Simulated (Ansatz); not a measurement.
Stepwise reaction of `[CH3][SnH2][F]` with water, as a gas-phase model of exchange steps in deposition or etching. ΔE in kJ/mol; ΔG adds harmonic PBE0-D4 terms to CCSD(T)/CBS, at 1 bar.

Isolated molecules relaxed with PBE0-D4/def2-TZVP in Ansatz; ΔE leaves out vibrations. CCSD(T)/CBS is the MP2 limit (def2-TZVPP, def2-QZVPP) plus CCSD(T) − MP2 in def2-TZVPP, frozen cores. This one scheme is used for every species. Functionals use def2-TZVPP. B3LYP here is the variant with VWN-RPA as its local correlation; programs differ in this. def2 core potentials past Kr. For Sn outer-core shells are correlated without core-valence functions, which leaves a few kJ/mol of doubt a bond. One conformer a species, not always the lowest.

| step | reaction | PBE-D4 | B3LYP-D4 | ωB97M-V | CCSD(T)/CBS | ΔG(600 K) |
| --- | --- | --- | --- | --- | --- | --- |
| 2 | `[CH3][SnH]([OH])[F]` + H₂O → `[CH3][Sn]([OH])([OH])[F]` + H₂ | -17.3 | -17.2 | -14.8 | -17.9 | -15.3 |

Question: Give the row of step 1, `[CH3][SnH2][F]` + H₂O → `[CH3][SnH]([OH])[F]` + H₂. (Estimate.)

Answer: Ansatz gave: 
```tsv
step	reaction	PBE-D4	B3LYP-D4	ωB97M-V	CCSD(T)/CBS	ΔG(600 K)
1	`[CH3][SnH2][F]` + H₂O → `[CH3][SnH]([OH])[F]` + H₂	-13.7	-13.7	-10.9	-15.2	-15.7
```

Question: By hand: ΔE of the 2 steps together at CCSD(T)/CBS.

Answer: (-15.2) + (-17.9) = -33.1 kJ/mol, or -16.5 kJ/mol a step.

In ΔE the steps differ by no more than 2.7 kJ/mol. All are downhill at CCSD(T)/CBS. ΔG lies between -15.7 and -15.3 kJ/mol a step. PBE-D4 differs from CCSD(T)/CBS by 0.6 to 1.5 kJ/mol a step. Isolated molecules leave out the surface, adducts and barriers. Largest T1 diagnostic: 0.014.
